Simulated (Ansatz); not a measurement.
`[AlH2][I]` + `N=C[SeH]` → `[AlH2]/[N]=C\[SeH]` + HI at 400 K and 1 bar (ligand exchange at the Al–I bond).

Gas-phase electronic energies from Ansatz, PBE0-D4/def2-TZVP geometries. CCSD(T)/CBS adds triple-zeta CCSD(T) − MP2 to the extrapolated MP2 energy (def2 sets, frozen cores). Elements past krypton have def2 core potentials. For I, Se outer-core shells are correlated without core-valence functions, which leaves a few kJ/mol of doubt a bond. Scalar relativity is left out up to krypton. Each species was taken in one conformer, which may not be the lowest.

| species | CCSD(T)/CBS energy (Eh) | H − E (kJ/mol) | S (J/(mol·K)) |
| --- | --- | --- | --- |
| `[AlH2][I]` | -540.69638 | 54.3 | 289.6 |
| `N=C[SeH]` | -2495.22891 | 121.7 | 301.1 |
| `[AlH2]/[N]=C\[SeH]` | -2737.86550 | 140.6 | 372.0 |
| HI | -298.03592 | 25.7 | 215.0 |

H − E and S are ideal-gas, rigid-rotor, harmonic terms from PBE0-D4/def2-TZVP, for one conformer and one mirror image of each species. 1 Eh = 2625.50 kJ/mol, R = 8.31446 J/(mol·K).

Problem. By hand: ΔE, ΔH, ΔS and ΔG.

Solution. ΔE = (-2737.86550) + (-298.03592) − (-540.69638) − (-2495.22891) = 0.02387 Eh = 62.7 kJ/mol. Δ(H − E) = 140.6 + 25.7 − 54.3 − 121.7 = -9.7, so ΔH = 53.0 kJ/mol. ΔS = 372.0 + 215.0 − 289.6 − 301.1 = -3.7 J/(mol·K). ΔG = 53.0 − 400 × (-3.7)/1000 = 54.5 kJ/mol.

Problem. By hand: the equilibrium constant, and the temperature at which ΔG would vanish if ΔH and ΔS stayed fixed.

Solution. log₁₀ K = −ΔG/(RT ln 10) = -7.1. ΔH and −TΔS have one sign here, so there is no such temperature. One of them is within its doubt of zero, so this could turn.

The number of gas molecules stays the same, so ΔS is small and ΔH decides. A doubt of 5 kJ/mol in ΔE shifts log₁₀ K by 0.7 here. Other conformers and mirror images would add mixing entropy, several J/(mol·K) or more a flexible species. These are equilibria of isolated gas molecules and say nothing of rates. Largest T1 diagnostic: 0.013 (customary marks: 0.02 for closed shells, 0.045 for open ones).
